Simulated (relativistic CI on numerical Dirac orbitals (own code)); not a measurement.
Au5+: 5d valence photoemission

Computed with this model: Dirac-Coulomb-Breit CI, KLI orbitals optimised for each configuration, a model potential for QED, valence Slater integrals scaled by 0.7, multiplet model of photoemission in the sudden approximation; configurations [Xe] 4f14 5d6 → [Xe] 4f14 5d5; 300 K; Lorentzian 0.21 eV and Gaussian 0.5 eV FWHM. Energies are those of the free ion, without screening or charge transfer. The energies are binding energies and can lie tens of eV above those of solids. S is read from ⟨S²⟩ = S(S + 1).

Field parameters in Wybourne normalisation: D4h B²₀ = −7Ds, B⁴₀ = 21(Dq − Dt), B⁴₄ = 21√(5/14) Dq. The field is a parameter set, without covalency.

Computed curve for D4h, 10Dq = 37350, Ds = 2020, Dt = -40 cm⁻¹, scaled to 100 at the maximum (points under 2 are left out and the grid is thinned):

(Energy (eV), Intensity): (76.2, 2.2), (76.3, 2.6), (76.4, 3.3), (76.5, 4.4), (76.6, 6.2), (76.7, 9.6), (76.8, 15.6), (76.9, 25.4), (77.0, 39.3), (77.1, 54.9), (77.2, 67.4), (77.3, 71.7), (77.4, 65.8), (77.5, 52.6), (77.6, 37.4), (77.7, 24.7), (77.8, 16.4), (77.9, 11.9), (78.0, 10.2), (78.1, 10.6), (78.2, 13.3), (78.3, 19.1), (78.4, 29.2), (78.5, 44.0), (78.6, 61.9), (78.7, 79.2), (78.8, 91.9), (78.9, 98.6), (79.0, 100.0), (79.1, 97.0), (79.2, 89.0), (79.3, 75.4), (79.4, 57.9), (79.5, 40.4), (79.6, 26.2), (79.7, 16.5), (79.8, 10.8), (79.9, 7.8), (80.0, 6.4), (80.1, 5.7), (80.2, 5.4), (80.3, 5.1), (80.4, 4.7), (80.5, 4.1), (80.6, 3.6), (80.7, 3.2), (80.8, 3.0), (80.9, 2.8), (81.0, 2.6), (81.1, 2.4), (81.2, 2.1)

The ground state has S = 0.27, and the centroid lies at 78.57 eV.
